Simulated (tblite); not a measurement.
C₄H₃GeN₂ (doublet state).
Numbering: `[H]/[C:1]=[N:2]\[Ge@@H:3]([C:4]#[CH:5])[C:6]#[N:7]` (hydrogens: H8 on C1; H9 on Ge3; H10 on C5)
Bond orders are those of one Lewis drawing.

Computed with GFN2-xTB (tblite), gas phase: L-BFGS steps from a force-field or distance-geometry start until the largest atomic force falls under 0.01 eV/Å.

Step 27: E = -479.5397 eV
```
atom  x, y, z in Å  |  force x, y, z in eV/Å
C1     -1.2975    2.0773   -0.4366    0.021  -0.020  -0.013
N2     -1.3078    0.9160   -0.7570   -0.013   0.058   0.005
Ge3    -0.5358   -0.7411   -0.3043    0.014  -0.039   0.026
C4      1.3533   -0.6409   -0.4900    0.013   0.076   0.004
C5      2.5086   -0.3148   -0.6035   -0.046  -0.017   0.030
C6     -0.9629   -1.0584    1.5464   -0.030  -0.054  -0.066
N7     -1.2866   -1.1134    2.6452    0.047  -0.022  -0.042
H8     -0.7899    2.6830    0.2986   -0.049   0.036  -0.029
H9     -1.2030   -1.7287   -1.2283    0.042   0.046   0.104
H10     3.5306   -0.0743   -0.6930    0.002  -0.064  -0.018
```

Step 28: E = -479.5414 eV
```
atom  x, y, z in Å  |  force x, y, z in eV/Å
C1     -1.2986    2.0774   -0.4393   -0.015   0.050  -0.038
N2     -1.3041    0.9158   -0.7549   -0.027   0.005  -0.020
Ge3    -0.5347   -0.7377   -0.3006    0.020  -0.086  -0.029
C4      1.3538   -0.6397   -0.4861    0.169   0.114  -0.019
C5      2.5110   -0.3157   -0.6021   -0.214  -0.068   0.043
C6     -0.9605   -1.0623    1.5452   -0.039  -0.056  -0.027
N7     -1.2843   -1.1213    2.6437    0.042  -0.023  -0.025
H8     -0.7993    2.6912    0.2920   -0.018   0.059   0.014
H9     -1.2077   -1.7228   -1.2257    0.062   0.059   0.116
H10     3.5334   -0.0803   -0.6947    0.020  -0.055  -0.016
```

Step 29: E = -479.5437 eV
```
atom  x, y, z in Å  |  force x, y, z in eV/Å
C1     -1.3027    2.0804   -0.4457   -0.045   0.042  -0.077
N2     -1.2965    0.9159   -0.7495   -0.042   0.018  -0.031
Ge3    -0.5314   -0.7344   -0.2945    0.027  -0.098  -0.082
C4      1.3562   -0.6402   -0.4807    0.277   0.137  -0.039
C5      2.5149   -0.3191   -0.5996   -0.322  -0.103   0.047
C6     -0.9571   -1.0715    1.5437   -0.043  -0.051   0.019
N7     -1.2799   -1.1351    2.6421    0.030  -0.030   0.010
H8     -0.8169    2.7083    0.2799    0.014   0.083   0.059
H9     -1.2153   -1.7102   -1.2205    0.075   0.049   0.105
H10     3.5378   -0.0895   -0.6974    0.029  -0.048  -0.010
```

Step 30: E = -479.5466 eV
```
atom  x, y, z in Å  |  force x, y, z in eV/Å
C1     -1.3089    2.0843   -0.4560   -0.052   0.122  -0.064
N2     -1.2874    0.9170   -0.7437   -0.056  -0.028  -0.059
Ge3    -0.5268   -0.7302   -0.2880    0.039  -0.065  -0.087
C4      1.3596   -0.6373   -0.4731    0.260   0.114  -0.052
C5      2.5197   -0.3243   -0.5957   -0.282  -0.097   0.031
C6     -0.9532   -1.0841    1.5417   -0.042  -0.043   0.071
N7     -1.2735   -1.1555    2.6403    0.016  -0.036   0.039
H8     -0.8404    2.7307    0.2643    0.022   0.074   0.068
H9     -1.2240   -1.6917   -1.2107    0.071  -0.001   0.051
H10     3.5439   -0.1042   -0.7015    0.025  -0.041   0.001
```

Problem. Estimate the geometry and energy of step 31. (The exact step hangs on the optimiser's Hessian estimate; all steps are aligned on step 30, rigid shifts and turns removed.)

Solution. E = -479.5486 eV, largest force 0.137 eV/Å
```
atom  x, y, z in Å  |  force x, y, z in eV/Å
C1     -1.3164    2.0905   -0.4667   -0.034   0.031  -0.065
N2     -1.2801    0.9186   -0.7392   -0.064   0.059  -0.049
Ge3    -0.5221   -0.7264   -0.2834    0.030  -0.005  -0.044
C4      1.3632   -0.6345   -0.4681    0.113   0.062  -0.046
C5      2.5235   -0.3298   -0.5925   -0.106  -0.053   0.002
C6     -0.9509   -1.0953    1.5416   -0.028  -0.025   0.077
N7     -1.2681   -1.1736    2.6404    0.004  -0.042   0.061
H8     -0.8594    2.7476    0.2520    0.016   0.068   0.062
H9     -1.2298   -1.6756   -1.2019    0.055  -0.057  -0.010
H10     3.5490   -0.1168   -0.7047    0.013  -0.039   0.011
```

The energy changes by -0.0020 eV. The first-order estimate −F·Δx gives -0.0030 eV and the mean of the old and new forces, exact on a quadratic surface, -0.0020 eV. The step makes an angle of 83° with the force vector and moves no atom by more than 0.028 Å.

The cost below is that of the whole relaxation. Hardware: one thread, Arm Neoverse V2 (aarch64), shared host. Cost: 0.39 s of wall time.
